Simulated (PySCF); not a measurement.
Compound: isobutyl-propyl-amine, C7H17N.
Numbering: `[CH3:1][CH2:2][CH2:3][NH:4][CH2:5][CH:6]([CH3:7])[CH3:8]` (hydrogens: H9, H10, H11 on C1; H12, H13 on C2; H14, H15 on C3; H16 on N4; H17, H18 on C5; H19 on C6; H20, H21, H22 on C7; H23, H24, H25 on C8)

Geometry (GFN2-xTB, Å), atoms numbered from 1 in this order:
```xyz
25
C7H17N angstrom
C      4.0230   -0.0450    0.5131
C      2.7600   -0.0553   -0.3383
C      1.5024   -0.1475    0.5202
N      0.3117   -0.0889   -0.3043
C     -0.9164   -0.2100    0.4576
C     -2.1415   -0.1991   -0.4594
C     -2.2037    1.1054   -1.2481
C     -3.4169   -0.3979    0.3555
H      4.0202    0.8073    1.1890
H      4.9076    0.0160   -0.1166
H      4.0883   -0.9531    1.1093
H      2.7062    0.8536   -0.9393
H      2.7894   -0.9061   -1.0236
H      1.5431   -1.0686    1.1326
H      1.4658    0.7026    1.2093
H      0.3488   -0.8278   -1.0025
H     -0.9643    0.6459    1.1387
H     -0.9305   -1.1282    1.0752
H     -2.0442   -1.0309   -1.1674
H     -2.3815    1.9415   -0.5757
H     -3.0081    1.0723   -1.9796
H     -1.2614    1.2725   -1.7618
H     -3.3878   -1.3392    0.9007
H     -4.2863   -0.4066   -0.2979
H     -3.5348    0.4113    1.0733
```

Computed at PBE0/pcSseg-1 (PySCF, non-relativistic), with Q(14N) = 0.02044 b: N4, 14N (I = 1): χzz = -5.810 MHz, η = 0.047.

(1) Find the zero-field quadrupole resonance frequencies of 14N at N4.

Answers

(1) From ν± = (3/4)|χ|(1 ± η/3) and ν0 = |χ|η/2: ν+ 4.425 MHz, ν− 4.290 MHz, ν0 0.135 MHz (secondary amine nitrogen).

In a crystal, neighbours and librations shift these lines. The structure is a single GFN2-xTB conformer in the gas phase; no vibrational or solvent corrections. GFN2-xTB bond lengths can be off by several hundredths of an ångström, more for odd bonds, and the gradients follow them. The basis is small and wasn't made for field gradients, so the couplings can be 20 % off.
